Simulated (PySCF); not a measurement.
NaSb: from constants to spectrum

ROHF-CCSD(T) constants of NaSb, ³Σ⁻ (triplet), unpaired electrons π ↑↑ (basis Na x2c-SVPall, Sb x2c-SVPall; spin-free X2C with a Gaussian nucleus; PySCF 2.14; masses 22.9898 and 120.9038 u):

```
ωe            : 193.9 cm⁻¹
ωexe          : 0.786 cm⁻¹
Be            : 0.097774 cm⁻¹
αe            : 0.000570 cm⁻¹
De to Na + Sb : 0.87 eV
```

What force constant and bond length do these constants imply?

Reduced mass μred = 19.317 u; k = 5.8918×10⁻⁷·μred·ωe² (u, cm⁻¹, mdyn/Å) = 0.428 mdyn/Å; Re = √(16.8576/(μred·Be)) (u, cm⁻¹, Å) = 2.988 Å.

Estimate the centrifugal constant D from the Kratzer relation and find the Dunham coefficient a1.

D = 4Be³/ωe² = 9.94e-08 cm⁻¹; a1 = −1 − αeωe/(6Be²) = -2.93.

Correlated steps freeze 19 core orbitals. Correlated levels converge slowly with the basis: in double zeta they bind strong bonds too weakly, by up to about 1 eV, and carry superposition errors of some tenths. Spin–orbit coupling is left out, which matters for elements this heavy, above all for dissociation energies. The state is the lowest determinant that a PBE0 search found; another state may lie lower at other levels.
